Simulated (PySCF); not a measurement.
The dipole of `[H]/N=C\[C@@H](N)[C@H]1C[SiH2]1` from its density and from atomic charges.

Coordinates (GFN2-xTB, Å) and charges (e) from the PBE0/pcSseg-1 density (PySCF):

| atom | x | y | z | Mulliken | IAO | Hirshfeld | ESP-fitted |
| --- | --- | --- | --- | --- | --- | --- | --- |
| N1 | -2.049 | -0.542 | 1.764 | -0.3355 | -0.4308 | -0.2365 | -0.7838 |
| C2 | -1.772 | 0.145 | 0.754 | +0.1236 | +0.0547 | +0.0529 | +0.4400 |
| C3 | -0.809 | -0.176 | -0.357 | -0.0851 | -0.0260 | +0.0105 | +0.0662 |
| N4 | -1.344 | 0.269 | -1.634 | -0.3967 | -0.5692 | -0.2408 | -0.9569 |
| C5 | 0.514 | 0.489 | 0.021 | -0.4134 | -0.3661 | -0.1197 | -0.2720 |
| C6 | 1.418 | -0.215 | 1.040 | -0.3859 | -0.5188 | -0.1666 | -0.4077 |
| Si7 | 2.167 | -0.105 | -0.683 | +0.4830 | +0.6010 | +0.2958 | +0.0896 |
| H8 | -1.600 | -1.457 | 1.796 | +0.1558 | +0.2369 | +0.1043 | +0.3731 |
| H9 | -2.236 | 1.127 | 0.694 | +0.1019 | +0.1343 | +0.0449 | +0.0491 |
| H10 | -0.664 | -1.262 | -0.422 | +0.1088 | +0.1328 | +0.0411 | +0.1473 |
| H11 | -1.522 | 1.269 | -1.608 | +0.1664 | +0.2386 | +0.1064 | +0.3507 |
| H12 | -0.665 | 0.099 | -2.370 | +0.1717 | +0.2451 | +0.1044 | +0.3868 |
| H13 | 0.384 | 1.554 | 0.201 | +0.1312 | +0.1448 | +0.0374 | +0.1510 |
| H14 | 1.787 | 0.395 | 1.852 | +0.1524 | +0.1627 | +0.0460 | +0.1858 |
| H15 | 1.059 | -1.168 | 1.404 | +0.1385 | +0.1519 | +0.0412 | +0.1309 |
| H16 | 3.185 | 0.890 | -0.956 | -0.0581 | -0.0939 | -0.0599 | +0.0204 |
| H17 | 2.139 | -1.300 | -1.507 | -0.0586 | -0.0980 | -0.0608 | +0.0296 |

Form Σ q r in debye for every column and set it beside the full dipole.

The full density gives (2.88, 0.51, -1.71) D, 3.39 D in size; dipole vectors point from the negative to the positive end.

```csv
scheme,μx,μy,μz,size (D),share of the full size (%),angle to the full dipole (°)
Mulliken,2.88,0.21,-1.36,3.19,94,7
IAO,3.15,0.40,-2.20,3.86,114,5
Hirshfeld,1.65,0.29,-1.36,2.16,64,9
ESP-fitted,2.86,0.52,-1.67,3.35,99,1
```

Which set comes closest?

Length of the difference vector: ESP-fitted 0.05 D, Mulliken 0.47 D, IAO 0.57 D, Hirshfeld 1.30 D. Closest: ESP-fitted. ESP charges are fitted to the potential around the molecule, whose slowest-falling term is the dipole's. 

What is left for the Hirshfeld atoms' own dipoles?

The shares of the density sum to the whole, so what Σ q r misses lies in dipoles about the nuclei. The atomic dipoles sum to (2.88, 0.51, -1.71) − (1.65, 0.29, -1.36) = (1.23, 0.22, -0.35) D, 1.30 D in size.

With the origin at the mean of the coordinates, (0.000, 0.001, -0.001) Å, which are the largest single terms, by size, of the Mulliken dipole along the direction of the full one?

Si7 +5.03, N1 +4.37, H8 -1.86, C6 -1.20, C2 -1.11 D; all 17 atoms together +3.16 D. The single terms depend on the origin, their sum doesn't.

Give the size of the full dipole in other units.

3.39 D = 1.334 au = 0.706 e·Å = 11.31 × 10⁻³⁰ C·m.

Geometry: GFN2-xTB, one conformer, isolated molecule.

Conformer computed: `[H]/[N:1]=[CH:2]\[C@@H:3]([NH2:4])[C@H:5]1[CH2:6][SiH2:7]1`: N1–C2–C3–N4 142°, C2–C3–C5–C6 80°, H–N4–C3–C2 58°, H–N4–C3–C2 177°.
